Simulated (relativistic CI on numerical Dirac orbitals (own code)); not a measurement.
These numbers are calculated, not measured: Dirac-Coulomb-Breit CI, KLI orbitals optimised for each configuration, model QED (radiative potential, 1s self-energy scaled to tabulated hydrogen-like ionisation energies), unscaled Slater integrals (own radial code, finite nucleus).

Configurations in the expansion (outside the closed core [Ar] 3d10): 4s²4p⁶4d¹⁰, 4s²4p⁶4d⁹4f, 4s²4p⁶4d⁹5s, 4s²4p⁵4d¹⁰4f, 4s²4p⁶4d⁹5p, 4s4p⁶4d¹⁰4f, 4s²4p⁶4d⁹5d, 4s²4p⁵4d¹⁰5s, 4s²4p⁶4d⁹5f, 4s²4p⁶4d⁹6s, 4s²4p⁶4d⁹6p, 4s²4p⁵4d¹⁰5p, 4s²4p⁶4d⁹5g, 4s²4p⁶4d⁹6d, 4s²4p⁶4d⁹6f, 4s²4p⁶4d⁹7s, 4s²4p⁵4d¹⁰5d, 4s²4p⁶4d⁹7p, 4s4p⁶4d¹⁰5s, 4p⁶4d¹⁰4f², 4p⁶4d⁹4f³, 4p⁶4d⁹4f²5s, 4p⁵4d¹⁰4f³, 4p⁶4d⁹4f²5p, 4p⁶4d⁹4f²5d. Double excitations out of closed p, d and f shells are left out; levels of such configurations are missing from the list, as are those of other unlisted configurations, and high levels can miss mixing partners. These lack a partner that the ground configuration has and come out too high: 4s²4p⁵4d¹⁰5s, 4s²4p⁶4d⁹5f, 4s²4p⁶4d⁹6s, 4s²4p⁶4d⁹6p, 4s²4p⁵4d¹⁰5p.

At this charge energies of transitions that change n are usually good to better than 1 %, and those within a shell (Δn = 0) to a few per cent.

Outline of the computed level scheme of Sm XVII. Lowest level of each configuration: 4s²4p⁶4d¹⁰ ¹S0 at 0.000 eV; 4s²4p⁶4d⁹4f ³P°0 at 128.252 eV; 4s²4p⁶4d⁹5s ³D3 at 151.477 eV; 4s²4p⁶4d⁹5p ³P°2 at 177.550 eV; 4s²4p⁶4d⁹5d ³S1 at 226.763 eV.

Some strong electric-dipole decays among the lowest 45 levels: 4s²4p⁶4d⁹4f ¹P°1 → 4s²4p⁶4d¹⁰ ¹S0 (4.5e+12 s⁻¹); 4s²4p⁶4d⁹5p ¹P°1 → 4s²4p⁶4d¹⁰ ¹S0 (2.6e+11 s⁻¹); 4s²4p⁶4d⁹5p ³P°1 → 4s²4p⁶4d¹⁰ ¹S0 (1.1e+11 s⁻¹); 4s²4p⁶4d⁹5d ³G4 → 4s²4p⁶4d⁹5p ³F°3 (6.4e+10 s⁻¹); 4s²4p⁶4d⁹5d ³G5 → 4s²4p⁶4d⁹5p ³F°4 (5.3e+10 s⁻¹); 4s²4p⁶4d⁹5d ³P2 → 4s²4p⁶4d⁹5p ³P°2 (5.2e+10 s⁻¹); 4s²4p⁶4d⁹5d ³G5 → 4s²4p⁶4d⁹4f ³H°6 (5.0e+10 s⁻¹); 4s²4p⁶4d⁹5d ³G4 → 4s²4p⁶4d⁹4f ³H°5 (4.6e+10 s⁻¹).

LS names give the leading component of a level, which can be under half, so a name can repeat, a term be missing and a line seem to break the LS rules.
